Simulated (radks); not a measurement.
Ionisation of the cerium ion Ce+, [Xe] 4f1 5d2, to [Xe] 4f2 as the strength of local exchange is varied. Calculated with a radial shooting solver on a logarithmic mesh with Libxc functionals: Dirac Kohn-Sham, Slater X-alpha exchange (alpha = 2/3 is LDA exchange), no correlation, spin-unpolarised, spherical densities, point nucleus; open shells are shared between the two j in proportion to 2j + 1.

alpha	E(Ce+) (hartree)	exchange (hartree)	IE (eV)	-e of the level emptied (eV)	<r> of it (bohr)
0.613	-8836.8822	-181.4604	9.167	5.938 (5d5/2)	3.036
0.667	-8852.8813	-197.7934	8.912	6.310 (5d5/2)	2.958
0.675	-8855.2540	-200.2179	8.874	6.367 (5d5/2)	2.947
0.977	-8945.2717	-292.6319	7.270	8.834 (5d5/2)	2.589
0.989	-8948.8666	-296.3398	7.202	8.945 (5d5/2)	2.577
0.999	-8951.8635	-299.4318	7.146	9.038 (5d5/2)	2.568

NIST Atomic Spectra Database: 10.96 eV (semi-empirical). The central value is not met in this range of alpha. Spin polarisation and multiplet splitting are left out, so open shells lie too high by an amount that depends on their filling. Sharing an open shell by 2j + 1 raises it above the true ground level by a part of the spin-orbit splitting, which enters the differences from NIST.

Beside tabulated values, note that spin-unpolarised runs miss the spin-polarisation part of the exchange energy of open shells.
